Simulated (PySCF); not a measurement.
# Spectroscopy problems

[PySCF: GFN2-xTB structure; shielding tensors at PBE0/pcSseg-1 (GIAO); one averaged value for each set of equivalent atoms; non-relativistic; gas phase; single conformer]

Shifts are taken against calculated references (same method and geometry level): 1H and 13C against TMS. Splittings of carbon signals by F and P are missing where no couplings were computed. Where no couplings were computed, multiplicities follow the n + 1 count of equivalent neighbours, and m marks all less simple cases (inequivalent or close neighbours, rings, F or P nearby). Shifts are as computed. Against solution values, carbons near 30 ppm lie about +3 ppm off and those near 130 ppm about +5 ppm; carbons on Cl a further +6 ppm. Of 1211 compounds with measured shifts, 218 miss one by over three times the rms of a fit or turn the order of signals round; such compounds aren't used in these exercises. Carbons bonded to Cl come out too deshielded. OH and NH positions are gas-phase values without hydrogen bonding to other molecules.

**Question.** C6H7FN2O. 1H NMR (300 MHz, computed): δ 7.11 (m, 1H), 4.42 (s, 3H), 2.84 (s, 3H). 13C{1H} NMR (computed): δ 162.0, 161.7, 158.9, 118.2, 56.8, 24.4. Give a structure.

**Answer.** `COc1nnc(C)cc1F`. Rings plus π bonds: 4 (1 ring in the answer). 6 carbon signals for 6 carbons: no two carbons are equivalent. Carbon types of the structure: 3 × C, 1 × CH, 2 × CH3, which accounts for all hydrogens. δC 162.0: aromatic carbon bearing fluorine; σ withdrawal by the attached heteroatom moves it downfield of the ring CH carbons. δC 161.7: aromatic carbon bearing oxygen; σ withdrawal by the attached heteroatom moves it downfield of the ring CH carbons. δC 158.9: substituted aromatic carbon next to a ring nitrogen. δC 118.2: aromatic CH.

The data come from this structure; uniqueness wasn't tested.

**Question.** C6H5OP. 1H NMR (400 MHz, computed): δ 10.40 (m, 1H), 9.49 (m, 1H), 9.17 (m, 1H), 8.30 (m, 1H), 8.05 (m, 1H). 13C{1H} NMR (computed): δ 196.5 (CH), 174.6 (C), 165.2 (CH), 142.2 (CH), 140.3 (CH), 135.1 (CH). What is it?

**Answer.** SMILES O=Cc1ccccp1. 6 carbon signals for 6 carbons: no two carbons are equivalent. Carbon types of the structure: 1 × C, 5 × CH, which accounts for all hydrogens. δC 196.5: aldehyde carbonyl carbon; low-lying n→π* states of the double bond to the heteroatom give a large paramagnetic term (-252 ppm). δC 174.6: substituted aromatic carbon. δH 10.40: hydrogen on an aldehyde carbonyl carbon; deshielded by the polar, anisotropic C=O bond. δH 9.49, 9.17, 8.30, 8.05: hydrogen on an aromatic CH.

This is the structure that produced the data.

**Question.** C7H5NO. 1H NMR (300 MHz, computed): δ 7.79 (m, 1H), 7.78 (d, 1H), 7.36 (d, 1H), 7.20 (m, 1H), 5.92 (br s, 1H). 13C{1H} NMR (computed): δ 167.7 (C), 140.4 (CH), 139.9 (CH), 125.2 (CH), 121.1 (C), 121.0 (CH), 101.0 (C). Give a structure.

**Answer.** ortho-Cyanophenol (SMILES N#Cc1ccccc1O). The formula gives 6 degrees of unsaturation (1 ring in the answer). 7 carbon signals for 7 carbons: no two carbons are equivalent. Carbon types of the structure: 3 × C, 4 × CH, leaving 1 H on heteroatoms. δC 167.7: aromatic carbon bearing oxygen; an ipso carbon deshielded by its heteroatom. δC 140.4, 139.9, 125.2, 121.0: aromatic CH. δC 121.1: nitrile carbon; typical of a nitrile. δC 101.0: substituted aromatic carbon.

The data come from this structure; uniqueness wasn't tested.

**Question.** C5H6ClNO2. 1H NMR (400 MHz, computed): δ 5.25 (m, 1H), 5.08 (m, 1H), 4.88 (m, 1H), 4.29 (m, 1H), 4.06 (m, 1H), 4.00 (m, 1H). 13C{1H} NMR (computed): δ 118.5, 92.4, 72.2, 70.6, 55.9. Give a structure.

**Answer.** SMILES N#C[C@@H]1OCOC[C@@H]1Cl. Rings plus π bonds: 3 (1 ring in the answer). 5 carbon signals for 5 carbons: no two carbons are equivalent. Carbon types of the structure: 1 × C, 2 × CH, 2 × CH2, which accounts for all hydrogens. δC 118.5: nitrile carbon; this is the usual window of a C≡N carbon, which has no attached hydrogen. δC 92.4: sp3 carbon bearing two oxygens; 2 electronegative neighbours deshield it. δC 72.2: sp3 CH2 bonded to O; pulled downfield by the heteroatom. δC 70.6: sp3 CH bonded to O, α to a nitrile; pulled downfield by the heteroatom.

This is the structure that produced the data.
